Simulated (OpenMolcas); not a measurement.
**Fe3+ in a ligand field**

Fe3+ with 6 ligands (oxide) in octahedral coordination (Oh) at 2.02 Å. A charge of +1.5 e stands 2.4 Å behind each ligand. Ligand basis ANO-RCC-VDZP.

```json
{"Program": "OpenMolcas 26.06", "Method": "SS-CASPT2, IPEA 0.25 Eh, imaginary shift 0.1 Eh (closed shells correlated: 3s 3p and the ligand valence shells)", "Basis": "ANO-RCC-VTZP [6s5p3d2f1g]", "Scalar Hamiltonian": "DKH2, point nucleus", "Active space": "5 electrons in 5 orbitals (3d)", "State averaging": "2S+1 = 6 even, 1 root; 2S+1 = 4 even, 24 roots; 2S+1 = 2 even, 75 roots", "Spin-orbit coupling": "RASSI with atomic mean-field integrals over the reference wave functions"}
```

The lowest spin-free states (labels of O, the rotations of Oh), above the lowest:

```json
{"State": "6A1", "Degeneracy": "1", "E (cm-1)": "0"}
{"State": "4T1", "Degeneracy": "3", "E (cm-1)": "19010"}
{"State": "4T2", "Degeneracy": "3", "E (cm-1)": "21510"}
{"State": "2T2", "Degeneracy": "3", "E (cm-1)": "22140"}
{"State": "4E", "Degeneracy": "2", "E (cm-1)": "24680"}
{"State": "4A1", "Degeneracy": "1", "E (cm-1)": "25030"}
{"State": "2A2", "Degeneracy": "1", "E (cm-1)": "28040"}
{"State": "4T2", "Degeneracy": "3", "E (cm-1)": "28480"}
{"State": "2T1", "Degeneracy": "3", "E (cm-1)": "28700"}
{"State": "2T2", "Degeneracy": "3", "E (cm-1)": "30220"}
{"State": "4E", "Degeneracy": "2", "E (cm-1)": "30330"}
{"State": "2E", "Degeneracy": "2", "E (cm-1)": "31480"}
{"State": "2A1", "Degeneracy": "1", "E (cm-1)": "34270"}
{"State": "2T1", "Degeneracy": "3", "E (cm-1)": "35190"}
{"State": "2E", "Degeneracy": "2", "E (cm-1)": "35290"}
{"State": "2T2", "Degeneracy": "3", "E (cm-1)": "35470"}
{"State": "4A2", "Degeneracy": "1", "E (cm-1)": "38290"}
{"State": "4T1", "Degeneracy": "3", "E (cm-1)": "38320"}
{"State": "2T2", "Degeneracy": "3", "E (cm-1)": "38840"}
{"State": "2A1", "Degeneracy": "1", "E (cm-1)": "41210"}
```

The lowest levels with spin-orbit coupling:

```
E (cm-1)  Degeneracy  Label      2S+1               g
       0           6                6                
   18820           2     Γ7         4  2.41 2.41 2.41
   18920           4     Γ8         4                
   19030           4     Γ8         4                
   19110           2     Γ6         4  2.95 2.95 2.95
   21290           2     Γ7  4 (86 %)  1.54 1.54 1.54
   21380           4     Γ8         4                
   21590           2     Γ6         4  3.46 3.46 3.46
   21600           4     Γ8         4                
   21910           2     Γ7  2 (82 %)  2.15 2.15 2.15
   22510           4     Γ8         2                
   24670           4     Γ8         4                
   24670           2     Γ7         4  2.01 2.01 2.01
   24670           2     Γ6         4  1.84 1.84 1.84
   25010           4     Γ8         4                
   27970           2     Γ7  2 (87 %)  2.58 2.58 2.58
   28250           4     Γ8         4                
   28260           2     Γ6         4  1.95 1.95 1.95
   28600           4     Γ8  4 (66 %)                
   28640           4     Γ8  2 (64 %)
```

Powder χT (cm3 K/mol): 4.38 at 2 K, 4.38 at 10 K, 4.38 at 50 K, 4.38 at 100 K, 4.38 at 200 K, 4.38 at 300 K. The effective moment at 300 K is 2.828 √(χT) = 5.92 μB.

The lowest level has 2S+1 = 6, for which the spin-only value is χT = S(S+1) / 2 = 4.375 cm3 K/mol (g = 2). The computed 4.384 at 300 K differs by +0.009, little more than the free-electron g of 2.0023 accounts for.

Roots that are degenerate in the reference are averaged as groups; the widest CASPT2 spread within a group is 200 cm-1 (the 2-fold group of multiplicity 2 near 59600 cm-1 above the lowest state of its run). Shifts and gaps below about the spread of the groups concerned are not significant. Over all roots computed the reference weight is 0.51 to 0.58; the roots of lowest weight are the least certain, and an intruder state may touch them. The oxide ions are held by bare point charges, a crude embedding. Ligand-to-metal charge-transfer states are missing. These CASPT2 states fit no ligand-field parameters well, so their order and spin gaps are uncertain. With no ligand orbital active B as a rule stays too high, so bands that hang on it stand too high and its fall with covalency is understated. With one d shell and no ligand orbital active, 10Dq can be off by a tenth or more. No measured value stands beside these numbers; the geometry is a model, was not optimised and need not be the one that this ion takes.
